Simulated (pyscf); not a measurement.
PySCF, gas phase, ωB97X-D3(BJ)/def2-SVP geometries. MP2 and CC: frozen core, UHF for open shells. ΔMP2 is the change of the MP2 total energy from the triple- to the quadruple-zeta basis.

Question: PBE/def2-TZVP puts the barrier of H₂C=CH–SiH: (SMILES C=C[SiH]) [singlet] → C₂H₄Si (SMILES C1=C[SiH2]1) (rearrangement; singlet surface; C–H broken, H–Si, C–Si formed) at 105.3 kJ/mol and the reaction energy at -36.2 kJ/mol, from the reactant's lowest minimum found. What do B3LYP-D3(BJ)/def2-TZVP, M06-2X/def2-TZVP, CCSD(T)/def2-TZVPP + ΔMP2(QZVPP) give on the same structures?

Answer: B3LYP-D3(BJ): ΔE‡ = 137.3 kJ/mol, ΔE = -20.7 kJ/mol; M06-2X: ΔE‡ = 130.7 kJ/mol, ΔE = -35.5 kJ/mol; CCSD(T): ΔE‡ = 136.3 kJ/mol, ΔE = -30.1 kJ/mol. PBE's barrier lies under all of them, by 25.4 to 32.0 kJ/mol. Its reaction energy matches one of them and lies within 15.5 kJ/mol of the others. Low barriers are usual for a GGA, whose delocalisation error favours stretched bonds. H₂C=CH–SiH: [singlet] lies 54.3 kJ/mol over its isomer HC≡C–SiH₃, and others may lie lower still (electronic energy, ωB97M-D3(BJ)). cyclic C₂H₄Si (SMILES C1=C[SiH2]1) lies 26.9 kJ/mol over its isomer HC≡C–SiH₃, and others may lie lower still (electronic energy, ωB97M-D3(BJ)). One saddle was located; it need not be the lowest between these sides. The CCSD(T) − MP2 part came from Ansatz, without density fitting, on the same reference.
